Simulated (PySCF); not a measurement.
PySCF job for HfH3, SMILES [HfH3] (connectivity only; charge and spin as stated), neutral, multiplicity 2, TDA-ωB97X/def2-TZVPD. Coordinates come from a B3LYP-D3(BJ)/def2-TZVPD optimisation. A frequency run showed that this geometry is not a minimum. The spin state was assumed, not searched. The def2 effective core potentials stand for the cores of Hf; spin–orbit coupling is left out.

```python
import numpy as np
from pyscf import gto, scf, dft, tdscf

mol = gto.M(
    atom='''
    Hf    0.00000000   -0.00000000    0.00000000
    H     1.86756030    0.00000000    0.00000000
    H    -0.93378015    1.61735467    0.00000000
    H    -0.93378015   -1.61735466    0.00000000
    ''',
    basis='def2-TZVPD',
    ecp={'Hf': 'def2-tzvp'},
    charge=0,
    spin=1,
    max_memory=1600,
    verbose=4,
)
mf = dft.UKS(mol, xc='wb97x').density_fit(auxbasis='def2-universal-jkfit')
mf.grids.level = 3
mf.conv_tol = 1e-9
mf.max_cycle = 100
mf.kernel()
fine, coarse = mf.grids, dft.Grids(mol).set(level=1).build(with_non0tab=True)
for _ in range(3):  # follow internal instabilities
    mf.grids = coarse
    mo, _, stable, _ = mf.stability(return_status=True, nroots=4)
    mf.grids = fine
    if stable:
        break
    mf.kernel(mf.make_rdm1(mo, mf.mo_occ))
mf.grids = dft.Grids(mol).set(level=1).build(with_non0tab=True)  # coarser grid for the response kernel
td = tdscf.TDA(mf)
td.nstates = 10
td.conv_tol = 1e-4
td.positive_eig_threshold = 1e-6
td.kernel(x0=td.get_init_guess(mf, 15))
td.analyze(verbose=3)
```

Program output:

```
PySCF version 2.14.0

[INPUT] verbose = 4
[INPUT] num. atoms = 4
[INPUT] num. electrons = 15
[INPUT] charge = 0
[INPUT] spin (= nelec alpha-beta = 2S) = 1
[INPUT] symmetry False subgroup None
[INPUT] Mole.unit = angstrom
[INPUT] Symbol           X                Y                Z      unit          X                Y                Z       unit  Magmom
[INPUT]  1 Hf     0.000000000000   0.000000000000   0.000000000000 AA    0.000000000000   0.000000000000   0.000000000000 Bohr   0.0
[INPUT]  2 H      1.867560300000   0.000000000000   0.000000000000 AA    3.529177488111   0.000000000000   0.000000000000 Bohr   0.0
[INPUT]  3 H     -0.933780150000   1.617354670000   0.000000000000 AA   -1.764588744055   3.056357372586   0.000000000000 Bohr   0.0
[INPUT]  4 H     -0.933780150000  -1.617354660000   0.000000000000 AA   -1.764588744055  -3.056357353689   0.000000000000 Bohr   0.0

nuclear repulsion = 10.6914574033695
number of shells = 30
number of NR pGTOs = 98
number of NR cGTOs = 70
basis = def2-TZVPD
ecp = {'Hf': 'def2-tzvp'}


[settings echo left out]
init E= -31.0522274378253
  alpha nocc = 8  HOMO = -0.257573017480909  LUMO = -0.226906692453328
  beta  nocc = 7  HOMO = -0.455902160901616  LUMO = -0.257573017480946

WARN: HOMO -0.257573017480909 >= LUMO -0.257573017480946

cycle= 1 E= -49.6918209771908  delta_E= -18.6  |g|= 0.257  |ddm|= 3.62
  alpha nocc = 8  HOMO = -0.248170582024231  LUMO = 0.0181576532778589
  beta  nocc = 7  HOMO = -0.358473374975544  LUMO = -0.010510747005493
  HOMO = -0.248170582024  LUMO = -0.0105107470055  gap/eV = 6.46705
cycle= 2 E= -49.7089742466591  delta_E= -0.0172  |g|= 0.041  |ddm|= 0.506
  alpha nocc = 8  HOMO = -0.279412467881625  LUMO = 0.00449666131755189
  beta  nocc = 7  HOMO = -0.384106917355022  LUMO = -0.037563521049651
  HOMO = -0.279412467882  LUMO = -0.0375635210497  gap/eV = 6.58105
cycle= 3 E= -49.7105394936719  delta_E= -0.00157  |g|= 0.0164  |ddm|= 0.099
  alpha nocc = 8  HOMO = -0.274174216396703  LUMO = 0.00554973568840955
  beta  nocc = 7  HOMO = -0.382680784630904  LUMO = -0.0343759451866674
  HOMO = -0.274174216397  LUMO = -0.0343759451867  gap/eV = 6.52524
cycle= 4 E= -49.7108457814977  delta_E= -0.000306  |g|= 0.00494  |ddm|= 0.0428
  alpha nocc = 8  HOMO = -0.276522105084009  LUMO = 0.00400413672829369
  beta  nocc = 7  HOMO = -0.383319305971354  LUMO = -0.0373312264104975
  HOMO = -0.276522105084  LUMO = -0.0373312264105  gap/eV = 6.50872
cycle= 5 E= -49.71093278011  delta_E= -8.7e-05  |g|= 0.00119  |ddm|= 0.0278
  alpha nocc = 8  HOMO = -0.276382316001929  LUMO = 0.00417969149622932
  beta  nocc = 7  HOMO = -0.383223299318643  LUMO = -0.0372913574791154
  HOMO = -0.276382316002  LUMO = -0.0372913574791  gap/eV = 6.50600
cycle= 6 E= -49.7109373574898  delta_E= -4.58e-06  |g|= 0.000226  |ddm|= 0.00632
  alpha nocc = 8  HOMO = -0.276456943633261  LUMO = 0.0041905740500412
  beta  nocc = 7  HOMO = -0.383230660619511  LUMO = -0.0373042656052287
  HOMO = -0.276456943633  LUMO = -0.0373042656052  gap/eV = 6.50768
cycle= 7 E= -49.7109375058686  delta_E= -1.48e-07  |g|= 8.13e-05  |ddm|= 0.00096
  alpha nocc = 8  HOMO = -0.276453127808042  LUMO = 0.00420973217039444
  beta  nocc = 7  HOMO = -0.383250690722539  LUMO = -0.0372860274365423
  HOMO = -0.276453127808  LUMO = -0.0372860274365  gap/eV = 6.50807
cycle= 8 E= -49.7109375303748  delta_E= -2.45e-08  |g|= 2.04e-05  |ddm|= 0.000344
  alpha nocc = 8  HOMO = -0.276453352030807  LUMO = 0.00420747342685468
  beta  nocc = 7  HOMO = -0.383249418694328  LUMO = -0.0372851557767446
  HOMO = -0.276453352031  LUMO = -0.0372851557767  gap/eV = 6.50810
cycle= 9 E= -49.7109375321211  delta_E= -1.75e-09  |g|= 4.52e-06  |ddm|= 0.000108
  alpha nocc = 8  HOMO = -0.276453496164972  LUMO = 0.00420562087498899
  beta  nocc = 7  HOMO = -0.383249257831784  LUMO = -0.0372863292607426
  HOMO = -0.276453496165  LUMO = -0.0372863292607  gap/eV = 6.50807
cycle= 10 E= -49.7109375321933  delta_E= -7.22e-11  |g|= 1.76e-06  |ddm|= 1.96e-05
  alpha nocc = 8  HOMO = -0.276453286837892  LUMO = 0.00420536867525145
  beta  nocc = 7  HOMO = -0.383249368631582  LUMO = -0.0372865340576682
  HOMO = -0.276453286838  LUMO = -0.0372865340577  gap/eV = 6.50806
Extra cycle  E= -49.7109375321989  delta_E= -5.58e-12  |g|= 9.85e-07  |ddm|= 4.02e-06
converged SCF energy = -49.7109375321989  <S^2> = 0.75082719  2S+1 = 2.000827
tot grids = 16256
uhf_internal: lowest eigs of H = [0.0540868  0.05413222 0.12794069 0.12811706]
<class 'pyscf.df.df_jk.DFUKS'> wavefunction is stable in the internal stability analysis
tot grids = 16256
Overwritten attributes  positive_eig_threshold  of <class 'pyscf.tdscf.uks.TDA'>


******** <class 'pyscf.tdscf.uks.TDA'> for <class 'pyscf.df.df_jk.DFUKS'> ********
nstates = 10
deg_eia_thresh = 1.000e-03
wfnsym = None
conv_tol = 0.0001
eigh lindep = 1e-12
eigh level_shift = 0
eigh max_cycle = 100


Excitation energies (eV)
[0.81349949 0.81379198 1.76539192 1.76658189 2.96487601 3.71553653
 3.71804304 4.23897529 4.36858239 4.36959214]

** Excitation energies and oscillator strengths **
Excited State   1:      0.81350 eV   1524.08 nm  f=0.0000
Excited State   2:      0.81379 eV   1523.54 nm  f=0.0000
Excited State   3:      1.76539 eV    702.30 nm  f=0.0021
Excited State   4:      1.76658 eV    701.83 nm  f=0.0021
Excited State   5:      2.96488 eV    418.18 nm  f=0.1410
Excited State   6:      3.71554 eV    333.69 nm  f=0.0016
Excited State   7:      3.71804 eV    333.47 nm  f=0.0015
Excited State   8:      4.23898 eV    292.49 nm  f=0.0002
Excited State   9:      4.36858 eV    283.81 nm  f=0.0000
Excited State  10:      4.36959 eV    283.74 nm  f=0.0000
```

Self-consistency was reached.

Cost: around 30 core-seconds (rough).
